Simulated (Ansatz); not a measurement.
Ansatz (a quantum-chemistry and plane-wave program) input (B3LYP-D3(BJ)/def2-TZVP):

Ansatz 0.2 input:
```yaml
crystal:
  periodic: [false, false, false]
  atoms:
    - {symbol: C, position_ang: [-1.10482799, 0.00685239, -0.02645507]}
    - {symbol: N, position_ang: [0.31271397, -0.00193952, 0.00748792]}
    - {symbol: C, position_ang: [1.47683890, -0.00915969, 0.03536285]}
    - {symbol: H, position_ang: [-1.46003960, -0.68901516, -0.78610308]}
    - {symbol: H, position_ang: [-1.49901660, -0.29209176, 0.94448251]}
    - {symbol: H, position_ang: [-1.46200701, 1.00852736, -0.26424163]}
basis:
  gaussian:
    orbitals: def2-TZVP
hamiltonian:
  xc: b3lyp
  dispersion: d3bj
phonons: {temperatures: {t_min: 298.15, t_max: 298.15, t_step: 100}}
```

Output:

```
Functional definition: B3LYP
integrals: 0.02 GiB planned
647 factors; their error is unknown
mean field: 0.28 GiB planned
mean field evaluation 1: about -3607.9762 eV, gradient 4.9e1 eV
mean field evaluation 2: about -3604.0182 eV, gradient 6.4e1 eV
mean field evaluation 4: about -3612.9195 eV, gradient 1.9e0 eV
mean field evaluation 8: about -3612.9278 eV, gradient 2.7e-2 eV
mean field evaluation 16: about -3612.9272 eV, gradient 2.1e-5 eV
mean field -3612.92719059 eV, -132.7726253241 hartree, gradient 2.1e-5 eV, S^2 0.000000; 0 other end points of the search recorded, 0 dependent functions left out
the calculation of the forces begins
reference -3612.92739763 eV, -132.7726329329 hartree; 11, 11 occupied and 100, 100 virtual orbitals, 647 factors
these checks for a lower state are left out or cut short: stability, starts, cluster_reference, orbital_swaps, neighbouring_geometries, increment
integrals: 0.02 GiB planned
647 factors; their error is unknown
mean field: 0.28 GiB planned
mean field -3612.92701909 eV, -132.7726190215 hartree, gradient 1.6e-6 eV, S^2 0.000000; 0 other end points of the search recorded, 0 dependent functions left out
the calculation of the forces begins
reference -3612.92722613 eV, -132.7726266303 hartree; 11, 11 occupied and 100, 100 virtual orbitals, 647 factors
these checks for a lower state are left out or cut short: stability, starts, cluster_reference, orbital_swaps, neighbouring_geometries, increment
integrals: 0.02 GiB planned
647 factors; their error is unknown
mean field: 0.28 GiB planned
mean field evaluation 32: about -3612.9270 eV, gradient 1.6e-6 eV
mean field -3612.92701755 eV, -132.7726189652 hartree, gradient 1.6e-6 eV, S^2 0.000000; 0 other end points of the search recorded, 0 dependent functions left out
the calculation of the forces begins
reference -3612.92722460 eV, -132.7726265741 hartree; 11, 11 occupied and 100, 100 virtual orbitals, 647 factors
these checks for a lower state are left out or cut short: stability, starts, cluster_reference, orbital_swaps, neighbouring_geometries, increment
integrals: 0.02 GiB planned
647 factors; their error is unknown
mean field: 0.28 GiB planned
mean field -3612.92702057 eV, -132.7726190759 hartree, gradient 1.6e-6 eV, S^2 0.000000; 0 other end points of the search recorded, 0 dependent functions left out
the calculation of the forces begins
reference -3612.92722769 eV, -132.7726266874 hartree; 11, 11 occupied and 100, 100 virtual orbitals, 647 factors
these checks for a lower state are left out or cut short: stability, starts, cluster_reference, orbital_swaps, neighbouring_geometries, increment
integrals: 0.02 GiB planned
647 factors; their error is unknown
mean field: 0.28 GiB planned
mean field -3612.92704115 eV, -132.7726198323 hartree, gradient 1.6e-6 eV, S^2 0.000000; 0 other end points of the search recorded, 0 dependent functions left out
the calculation of the forces begins
reference -3612.92724812 eV, -132.7726274385 hartree; 11, 11 occupied and 100, 100 virtual orbitals, 647 factors
these checks for a lower state are left out or cut short: stability, starts, cluster_reference, orbital_swaps, neighbouring_geometries, increment
integrals: 0.02 GiB planned
647 factors; their error is unknown
mean field: 0.28 GiB planned
mean field -3612.92716746 eV, -132.7726244741 hartree, gradient 1.6e-6 eV, S^2 0.000000; 0 other end points of the search recorded, 0 dependent functions left out
the calculation of the forces begins
reference -3612.92737449 eV, -132.7726320825 hartree; 11, 11 occupied and 100, 100 virtual orbitals, 647 factors
these checks for a lower state are left out or cut short: stability, starts, cluster_reference, orbital_swaps, neighbouring_geometries, increment
integrals: 0.02 GiB planned
[...]
mean field -3612.92694707 eV, -132.7726163748 hartree, gradient 1.6e-6 eV, S^2 0.000000; 0 other end points of the search recorded, 0 dependent functions left out
the calculation of the forces begins
reference -3612.92715413 eV, -132.7726239845 hartree; 11, 11 occupied and 100, 100 virtual orbitals, 647 factors
these checks for a lower state are left out or cut short: stability, starts, cluster_reference, orbital_swaps, neighbouring_geometries, increment
integrals: 0.02 GiB planned
647 factors; their error is unknown
mean field: 0.28 GiB planned
mean field -3612.92718621 eV, -132.7726251633 hartree, gradient 1.6e-6 eV, S^2 0.000000; 0 other end points of the search recorded, 0 dependent functions left out
the calculation of the forces begins
reference -3612.92739326 eV, -132.7726327723 hartree; 11, 11 occupied and 100, 100 virtual orbitals, 647 factors
these checks for a lower state are left out or cut short: stability, starts, cluster_reference, orbital_swaps, neighbouring_geometries, increment
integrals: 0.02 GiB planned
647 factors; their error is unknown
mean field: 0.28 GiB planned
mean field -3612.92718906 eV, -132.7726252680 hartree, gradient 1.6e-6 eV, S^2 0.000000; 0 other end points of the search recorded, 0 dependent functions left out
the calculation of the forces begins
reference -3612.92739610 eV, -132.7726328766 hartree; 11, 11 occupied and 100, 100 virtual orbitals, 647 factors
these checks for a lower state are left out or cut short: stability, starts, cluster_reference, orbital_swaps, neighbouring_geometries, increment
integrals: 0.02 GiB planned
647 factors; their error is unknown
mean field: 0.28 GiB planned
mean field evaluation 96: about -3612.9269 eV, gradient 3.3e-1 eV
mean field -3612.92705909 eV, -132.7726204917 hartree, gradient 1.6e-6 eV, S^2 0.000000; 0 other end points of the search recorded, 0 dependent functions left out
the calculation of the forces begins
reference -3612.92726615 eV, -132.7726281011 hartree; 11, 11 occupied and 100, 100 virtual orbitals, 647 factors
these checks for a lower state are left out or cut short: stability, starts, cluster_reference, orbital_swaps, neighbouring_geometries, increment
integrals: 0.02 GiB planned
647 factors; their error is unknown
mean field: 0.28 GiB planned
mean field -3612.92697506 eV, -132.7726174037 hartree, gradient 1.6e-6 eV, S^2 0.000000; 0 other end points of the search recorded, 0 dependent functions left out
the calculation of the forces begins
reference -3612.92718209 eV, -132.7726250119 hartree; 11, 11 occupied and 100, 100 virtual orbitals, 647 factors
these checks for a lower state are left out or cut short: stability, starts, cluster_reference, orbital_swaps, neighbouring_geometries, increment
integrals: 0.02 GiB planned
647 factors; their error is unknown
mean field: 0.28 GiB planned
mean field -3612.92714728 eV, -132.7726237325 hartree, gradient 1.6e-6 eV, S^2 0.000000; 0 other end points of the search recorded, 0 dependent functions left out
the calculation of the forces begins
reference -3612.92735429 eV, -132.7726313402 hartree; 11, 11 occupied and 100, 100 virtual orbitals, 647 factors
these checks for a lower state are left out or cut short: stability, starts, cluster_reference, orbital_swaps, neighbouring_geometries, increment
integrals: 0.02 GiB planned
647 factors; their error is unknown
mean field: 0.28 GiB planned
mean field -3612.92718096 eV, -132.7726249704 hartree, gradient 1.6e-6 eV, S^2 0.000000; 0 other end points of the search recorded, 0 dependent functions left out
the calculation of the forces begins
reference -3612.92738804 eV, -132.7726325804 hartree; 11, 11 occupied and 100, 100 virtual orbitals, 647 factors
these checks for a lower state are left out or cut short: stability, starts, cluster_reference, orbital_swaps, neighbouring_geometries, increment
integrals: 0.02 GiB planned
647 factors; their error is unknown
mean field: 0.28 GiB planned
mean field evaluation 128: about -3612.9271 eV, gradient 1.6e-6 eV
mean field -3612.92713537 eV, -132.7726232951 hartree, gradient 1.6e-6 eV, S^2 0.000000; 0 other end points of the search recorded, 0 dependent functions left out
the calculation of the forces begins
reference -3612.92734238 eV, -132.7726309024 hartree; 11, 11 occupied and 100, 100 virtual orbitals, 647 factors
these checks for a lower state are left out or cut short: stability, starts, cluster_reference, orbital_swaps, neighbouring_geometries, increment
integrals: 0.02 GiB planned
647 factors; their error is unknown
mean field: 0.28 GiB planned
mean field -3612.92714458 eV, -132.7726236333 hartree, gradient 1.6e-6 eV, S^2 0.000000; 0 other end points of the search recorded, 0 dependent functions left out
the calculation of the forces begins
reference -3612.92735166 eV, -132.7726312435 hartree; 11, 11 occupied and 100, 100 virtual orbitals, 647 factors
these checks for a lower state are left out or cut short: stability, starts, cluster_reference, orbital_swaps, neighbouring_geometries, increment
integrals: 0.02 GiB planned
647 factors; their error is unknown
mean field: 0.28 GiB planned
mean field -3612.92712742 eV, -132.7726230026 hartree, gradient 1.6e-6 eV, S^2 0.000000; 0 other end points of the search recorded, 0 dependent functions left out
the calculation of the forces begins
reference -3612.92733443 eV, -132.7726306101 hartree; 11, 11 occupied and 100, 100 virtual orbitals, 647 factors
these checks for a lower state are left out or cut short: stability, starts, cluster_reference, orbital_swaps, neighbouring_geometries, increment
integrals: 0.02 GiB planned
647 factors; their error is unknown
mean field: 0.28 GiB planned
mean field -3612.92713856 eV, -132.7726234122 hartree, gradient 1.6e-6 eV, S^2 0.000000; 0 other end points of the search recorded, 0 dependent functions left out
the calculation of the forces begins
reference -3612.92734565 eV, -132.7726310224 hartree; 11, 11 occupied and 100, 100 virtual orbitals, 647 factors
these checks for a lower state are left out or cut short: stability, starts, cluster_reference, orbital_swaps, neighbouring_geometries, increment
integrals: 0.02 GiB planned
647 factors; their error is unknown
mean field: 0.28 GiB planned
mean field -3612.92709137 eV, -132.7726216779 hartree, gradient 1.6e-6 eV, S^2 0.000000; 0 other end points of the search recorded, 0 dependent functions left out
the calculation of the forces begins
reference -3612.92729837 eV, -132.7726292851 hartree; 11, 11 occupied and 100, 100 virtual orbitals, 647 factors
these checks for a lower state are left out or cut short: stability, starts, cluster_reference, orbital_swaps, neighbouring_geometries, increment
integrals: 0.02 GiB planned
647 factors; their error is unknown
mean field: 0.28 GiB planned
mean field evaluation 160: about -3612.9270 eV, gradient 3.3e-1 eV
mean field -3612.92710502 eV, -132.7726221796 hartree, gradient 1.6e-6 eV, S^2 0.000000; 0 other end points of the search recorded, 0 dependent functions left out
the calculation of the forces begins
reference -3612.92731211 eV, -132.7726297900 hartree; 11, 11 occupied and 100, 100 virtual orbitals, 647 factors
these checks for a lower state are left out or cut short: stability, starts, cluster_reference, orbital_swaps, neighbouring_geometries, increment
integrals: 0.02 GiB planned
647 factors; their error is unknown
mean field: 0.28 GiB planned
mean field -3612.92715740 eV, -132.7726241046 hartree, gradient 1.6e-6 eV, S^2 0.000000; 0 other end points of the search recorded, 0 dependent functions left out
the calculation of the forces begins
reference -3612.92736443 eV, -132.7726317127 hartree; 11, 11 occupied and 100, 100 virtual orbitals, 647 factors
these checks for a lower state are left out or cut short: stability, starts, cluster_reference, orbital_swaps, neighbouring_geometries, increment
integrals: 0.02 GiB planned
647 factors; their error is unknown
mean field: 0.28 GiB planned
mean field -3612.92718149 eV, -132.7726249897 hartree, gradient 1.6e-6 eV, S^2 0.000000; 0 other end points of the search recorded, 0 dependent functions left out
the calculation of the forces begins
reference -3612.92738855 eV, -132.7726325992 hartree; 11, 11 occupied and 100, 100 virtual orbitals, 647 factors
Total energy: -3613.06456393 eV, -132.7776737013 hartree
Atom 0 at    -1.104828     0.006852    -0.026455 Å, force    -0.000084    -0.000005     0.000017 eV/Å
Atom 1 at     0.312714    -0.001940     0.007488 Å, force    -0.000250    -0.000003     0.000010 eV/Å
Atom 2 at     1.476839    -0.009160     0.035363 Å, force     0.000226    -0.000000     0.000001 eV/Å
Atom 3 at    -1.460040    -0.689015    -0.786103 Å, force     0.000028     0.000046     0.000024 eV/Å
Atom 4 at    -1.499017    -0.292092     0.944483 Å, force     0.000052     0.000014    -0.000045 eV/Å
Atom 5 at    -1.462007     1.008527    -0.264242 Å, force     0.000028    -0.000052    -0.000006 eV/Å
Dipole moment:    -0.811147     0.005032    -0.019426 e Å
Vibrations: 276.01 276.09 957.71 1148.09 1148.12 1456.50 1491.00 1491.01 2245.26 3050.78 3120.71 3120.73 cm⁻¹, zero-point energy 1.226328 eV
```
